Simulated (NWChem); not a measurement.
System: BSiH3ClF; SMILES FB(Cl)[SiH3]

Here is an NWChem input.

```
start job
memory heap 200 mb stack 900 mb global 1100 mb
geometry units angstroms noautosym nocenter noautoz
  B     -0.411560    -0.140293     0.003502
  Cl     0.656953    -1.536606    -0.007527
  F     -1.706163    -0.381129     0.001762
  Si     0.363427     1.737741     0.003364
  H     -0.697891     2.782451     0.123820
  H      1.114605     1.947004    -1.273609
  H      1.325701     1.874335     1.139706
end
basis spherical
  * library def2-svpd
end
dft
  xc pbe0
  iterations 150
end
property
  response 1 0.0
end
task dft property
```

All runs use the structure optimised with PBE0/def2-SVP.

Static field.

What results follow from this input? (PBE0/def2-SVPD.) Quantities: isotropic polarisability (bohr³); anisotropy (bohr³).


```yaml
isotropic polarisability (bohr³): 58.1
anisotropy (bohr³): 19.3
```
